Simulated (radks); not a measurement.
Values are calculated unless marked as measured or tabulated.
Sr7+, 31 electrons, occupied as [Ar] 3d10 4s2 4p1.

Level of theory: Dirac Kohn-Sham, exchange-only PBE, spin-unpolarised, spherical densities, finite nucleus; open shells fill j = l - 1/2 first; Fermi nuclear charge, rms radius 4.224 fm (a radial shooting solver on a logarithmic mesh with Libxc functionals).

Energy parts (Ry):
total: -6328.45549
kinetic: 6522.94603
electron-nucleus: -15034.03959
Hartree: 2383.13996
exchange: -200.50189

Orbitals (lengths in bohr, moments of r in powers of bohr; r(90%) holds 90 % of the orbital's charge):
orbital  occ.  eigenvalue (Ry)  r(90%)
1s1/2       2        -1179.046  0.0701
2s1/2       2        -166.4153   0.266
2p1/2       2        -152.1937   0.241
2p3/2       4        -147.1598   0.247
3s1/2       2        -32.20362   0.728
3p1/2       2        -27.03031   0.743
3p3/2       4        -26.25291   0.758
3d3/2       4        -17.16442   0.793
3d5/2       6        -17.02745   0.798
4s1/2       2         -9.69973    1.76
4p1/2       1         -8.21533    1.91
4p3/2       0         -8.08695    1.93
4d3/2       0         -5.77784    2.32
4d5/2       0         -5.75925    2.33
5s1/2       0         -4.59630    3.35

The highest occupied level is 4p1/2 at -111.78 eV. Summed over all electrons, <r^2> = 10.79 bohr^2, which gives a Langevin (diamagnetic) susceptibility term of -8.55 x 10^-6 cm^3/mol. For comparison, the ionisation energy in NIST's Atomic Spectra Database is 121.2 eV (semi-empirical). In exact Kohn-Sham theory the highest level is minus the ionisation energy, but local and semilocal functionals leave it too shallow, through self-interaction and a potential that decays too fast; potentials with the right tail come closer. The electron density at the nucleus is 6.103e+04 e/bohr^3. The density falls to 0.001 e/bohr^3 at r = 2.54 bohr.

Beside tabulated values, note that spin-unpolarised runs miss the spin-polarisation part of the exchange energy of open shells.
